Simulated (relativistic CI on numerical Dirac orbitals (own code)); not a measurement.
## How well does a small relativistic CI reproduce Pb²⁺?

Computed by Dirac-Coulomb-Breit CI, KLI orbitals optimised for each configuration, model QED, valence Slater integrals scaled by 0.85, P86 correlation estimate, and configurations built on the next ion tied to the tabulated ionisation energy (semi-empirical) (own radial code, finite nucleus).

CI space (outside the closed core [Xe] 4f14): 5d10 6s2, 5d10 6s 6d, 5d10 6s 7s, 5d10 6s 7p, 5d10 6s 6p, 5d10 6s 7d, 5d10 6s 8s, 5d10 6s 6f, 5d10 6s 7f, 5d10 6p2, 5d10 6d2, 5d8 6s2 6p2, 5d10 5f2, 5d9 6s2 6p, 5d10 6p 6d, 5d9 6s2 5f, 5d10 6s 5f, 5d9 6s 6p2, 5d10 6s 8p, 5d10 5f 6p, 5d10 6s 5g, 5d10 6s 8d, 5d10 6p 7s, 5d9 6s2 7p. Levels of other configurations are missing.

| Configuration | Term (tabulated) | J | Measured (cm⁻¹) | Computed | Error | Purity (%) |
| --- | --- | --- | --- | --- | --- | --- |
| 5d10 6s2 | 1S | 0 | 0.0 | 0 | 0 | 97 |
| 5d10 6s 6p | 3P° | 0 | 60397.0 | 62163 | 1766 | 100 |
| 5d10 6s 6p | 3P° | 1 | 64391.0 | 66376 | 1985 | 94 |
| 5d10 6s 6p | 1P° | 1 | 95340.1 | 99258 | 3918 | 91 |
| 5d10 6p2 | 3P | 0 | 142551.0 | 141166 | -1385 | 86 |
| 5d10 6s 7s | 3S | 1 | 150083.7 | 150833 | 750 | 61 |
| 5d10 6s 7s | 1S | 0 | 153783.4 | 155836 | 2053 | 99 |
| 5d9 6s2 6p | 3P° | 2 | 154494.0 | 158981 | 4487 | 67 |
| 5d10 6p2 | 3P | 1 | 155431.5 | 152798 | -2633 | 60 |
| 5d10 6s 6d | 3D | 1 | 157444.1 | 158647 | 1203 | 99 |
| 5d10 6s 6d | 3D | 2 | 157925.0 | 158949 | 1024 | 95 |
| 5d10 6s 6d | 3D | 3 | 158956.8 | 159868 | 911 | 99 |
| 5d10 6p2 | 3P | 2 | 164817.9 | 163032 | -1786 | 62 |
| 5d10 6s 7p | 3P° † | 0 | 170917.3 | 171517 | 600 | 99 |
| 5d10 6s 7p | 3P° † | 1 | 171081.4 | 172019 | 937 | 82 |
| 5d9 6s2 6p | 3F° | 4 | 173329.0 | 177639 | 4310 | 96 |
| 5d9 6s2 6p | 3F° | 2 | 173986.3 | 178370 | 4384 | 67 |
| 5d9 6s2 6p | 3P° | 1 | 174600.9 | 179825 | 5224 | 58 |
| 5d10 6s 7p | 3P° | 2 | 176022.9 | 176122 | 100 | 90 |
| 5d10 6s 7p | 1P° | 1 | 177181.4 | 176991 | -191 | 65 |
| 5d9 6s2 6p | 1D° | 2 | 177906.5 | 182337 | 4430 | 67 |
| 5d9 6s2 6p | 1P° | 1 | 184268.1 | 190103 | 5835 | 70 |
| 5d10 6p2 | 1S | 0 | 188615.0 | 186063 | -2552 | 82 |
| 5d10 6s 5f | 3F° | 2 | 190287.8 | 190956 | 668 | 93 |
| 5d10 6s 5f | 3F° | 4 | 190429.0 | 191215 | 786 | 95 |
| 5d10 6s 5f | 1F° | 3 | 190901.2 | 191576 | 674 | 92 |
| 5d9 6s2 6p | 3P° | 0 | 192880.0 | 195659 | 2779 | 99 |
| 5d9 6s2 6p | 3D° | 1 | 197318.6 | 200958 | 3640 | 55 |
| 5d10 6s 8s | 3S | 1 | 197892.8 | 198826 | 933 | 100 |
| 5d9 6s2 6p | 3D° | 2 | 199343.9 | 203075 | 3731 | 57 |
| 5d10 6s 8s | 1S | 0 | 199400.6 | 200838 | 1438 | 98 |
| 5d10 6s 7d | 3D | 1 | 201398.7 | 202048 | 650 | 99 |
| 5d10 6s 7d | 3D | 2 | 201597.3 | 202246 | 648 | 98 |
| 5d10 6s 7d | 3D | 3 | 202046.8 | 202619 | 573 | 100 |
| 5d10 6s 7d | 1D | 2 | 203301.6 | 204649 | 1347 | 94 |
| 5d10 6s 8p | 3P° | 1 | 206979.0 | 207716 | 737 | 84 |
| 5d10 6s 8p | 1P° | 1 | 209318.0 | 210180 | 862 | 80 |
| 5d10 6s 6f | 3F° | 2 | 214434.0 | 215134 | 700 | 93 |
| 5d10 6s 6f | 3F° † | 3 | 214477.0 | 215263 | 786 | 79 |
| 5d10 6s 6f | 3F° † | 4 | 214486.0 | 215426 | 940 | 99 |
| 5d10 6s 5g | 3G | 3 | 217635.3 | 217871 | 235 | 100 |
| 5d10 6s 5g | 3G | 5 | 217659.1 | 217923 | 264 | 100 |
| 5d10 6s 8d | 3D | 1 | 221205.0 | 221811 | 606 | 99 |
| 5d10 6s 8d | 3D | 2 | 221307.0 | 221920 | 613 | 95 |
| 5d10 6s 8d | 3D | 3 | 221600.0 | 222154 | 554 | 99 |
| 5d10 6s 8d | 1D | 2 | 221938.0 | 222971 | 1033 | 93 |
| 5d10 6p 7s | 3P° † | 0 | 226618.0 | 222268 | -4350 | 99 |
| 5d10 6p 7s | 3P° † | 1 | 242321.0 | 223336 | -18985 | 71 |
| 5d10 6p 7s | 3P° † | 2 | 246144.0 | 240952 | -5192 | 99 |

Measured levels from Moore, Atomic Energy Levels, vol. III, NSRDS-NBS 35 (1971 reprint of NBS Circular 467, 1958); pairs were made by configuration, J and term (by order where the table uses no LS term), so strongly mixed levels may be paired wrongly. The analysis dates from before 1960.

Mean error by configuration (cm⁻¹): 5d10 6s 6p 2556; 5d10 6p2 -2089; 5d10 6s 7s 1401; 5d9 6s2 6p 4313; 5d10 6s 6d 1046; 5d10 6s 7p -46; 5d10 6s 5f 709; 5d10 6s 8s 1185; 5d10 6s 7d 804; 5d10 6s 8p 799; 5d10 6s 6f 700; 5d10 6s 5g 250; 5d10 6s 8d 702. Over the excited levels the mean absolute error is 1815 cm⁻¹ (48 of the 66 excited levels that our extract of the source holds in range could be paired, and the others can miss by more), and the median relative error of those above 1,000 cm⁻¹ is 0.65 %. † marks terms whose computed intervals miss the measured ones by more than a factor of 2.5, or configurations far off the rest, from wrong mixing, a near crossing or a doubtful label or measurement; they are left out of the means.
